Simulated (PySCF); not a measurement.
## Electron correlation in Cl (chlorine, neutral)

[Ne] 3s2 3p4 4s1, high-spin 4P determinant (an excited configuration). Calculation: PySCF 2.14, in aug-cc-pCVTZ-DK with one added diffuse shell each of s, p, d, f type (9s8p6d4f, 91 functions); scalar relativity by spin-free X2C-1e. Frozen: [Ne]; 7 electrons correlated.

```csv
level,correlation energy (mhartree)
CCSD,-162.21
(T),-5.56
CCSD(T),-167.77
```

Diagnostics: T1 = 0.020, D1 = 0.0684, largest double amplitude 0.037.

The outer electron is Rydberg-like, and this basis confines it to a smaller radius and binds it less than a complete one would.

Cost of the coupled-cluster step: about 23 core-seconds, for 7 correlated electrons.

Iterations:

```
CC2 = 0
CCSD nocc = (np.int64(5), np.int64(2)), nmo = (86, 86)
frozen orbitals [[0, 1, 2, 3, 4], [0, 1, 2, 3, 4]]
max_cycle = 100
direct = 0
conv_tol = 1e-08
conv_tol_normt = 1e-06
diis_space = 8
diis_start_cycle = 0
Init t2, MP2 energy = -0.137214492707909
Init E_corr(UCCSD) = -0.137214492712002
cycle = 1  E_corr(UCCSD) = -0.155539523646946  dE = -0.0183250309  norm(t1,t2) = 0.0538999
cycle = 2  E_corr(UCCSD) = -0.159946065817341  dE = -0.00440654217  norm(t1,t2) = 0.0221465
cycle = 3  E_corr(UCCSD) = -0.162521273064377  dE = -0.00257520725  norm(t1,t2) = 0.011256
cycle = 4  E_corr(UCCSD) = -0.162212425572031  dE = 0.000308847492  norm(t1,t2) = 0.00202367
cycle = 5  E_corr(UCCSD) = -0.16220499765619  dE = 7.42791584e-06  norm(t1,t2) = 0.000829436
cycle = 6  E_corr(UCCSD) = -0.162207986170694  dE = -2.9885145e-06  norm(t1,t2) = 0.00036865
cycle = 7  E_corr(UCCSD) = -0.162210914458581  dE = -2.92828789e-06  norm(t1,t2) = 0.000158318
cycle = 8  E_corr(UCCSD) = -0.162212742618336  dE = -1.82815976e-06  norm(t1,t2) = 3.36308e-05
cycle = 9  E_corr(UCCSD) = -0.162212772019959  dE = -2.94016222e-08  norm(t1,t2) = 1.25505e-05
cycle = 10  E_corr(UCCSD) = -0.162212843339005  dE = -7.13190465e-08  norm(t1,t2) = 5.34239e-06
cycle = 11  E_corr(UCCSD) = -0.162212780806598  dE = 6.2532407e-08  norm(t1,t2) = 1.9877e-06
cycle = 12  E_corr(UCCSD) = -0.162212770801471  dE = 1.00051276e-08  norm(t1,t2) = 4.72187e-07
cycle = 13  E_corr(UCCSD) = -0.162212765408851  dE = 5.39261932e-09  norm(t1,t2) = 1.11112e-07
UCCSD converged
E(UCCSD) = -460.7624933406829  E_corr = -0.1622127654088513
UCCSD(T) correction = -0.00555903323160289
```
